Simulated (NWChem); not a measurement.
Molecule: CHAgOS; SMILES [SH][Ag]<-[C-]#[O+]

```xyz
5

Ag     0.0094    -0.0290     0.0000
S      0.0483     2.2785     0.0000
H     -1.3129     2.3827     0.0000
O     -0.0018    -3.1680     0.0000
C      0.0187    -2.0221     0.0000
```
Atoms are numbered in this order, from 1.

Results from NWChem. Coordinates come from a PBE-D3(BJ)/def2-SVP optimisation. def2 effective core potentials on Ag; no spin-orbit coupling. Ions are spin-unrestricted doublets at the neutral geometry; other ion states weren't tried.

```json
[
 {"level": "B3LYP/def2-SVP", "vertical ionisation energy, ΔSCF (eV)": "8.41", "−ε(HOMO) (eV)": "5.97", "ΔSCF minus −ε(HOMO) (eV)": "2.44"},
 {"level": "PBE/def2-SVP", "vertical ionisation energy, ΔSCF (eV)": "8.50", "−ε(HOMO) (eV)": "5.28", "ΔSCF minus −ε(HOMO) (eV)": "3.22"},
 {"level": "CAM-B3LYP/def2-SVP", "vertical ionisation energy, ΔSCF (eV)": "8.31", "−ε(HOMO) (eV)": "7.33", "ΔSCF minus −ε(HOMO) (eV)": "0.98"},
 {"level": "PBE0/def2-SVP", "vertical ionisation energy, ΔSCF (eV)": "8.37", "−ε(HOMO) (eV)": "6.19", "ΔSCF minus −ε(HOMO) (eV)": "2.18"},
 {"level": "r2SCAN/def2-SVP", "vertical ionisation energy, ΔSCF (eV)": "8.50", "−ε(HOMO) (eV)": "5.48", "ΔSCF minus −ε(HOMO) (eV)": "3.02"}
]
```
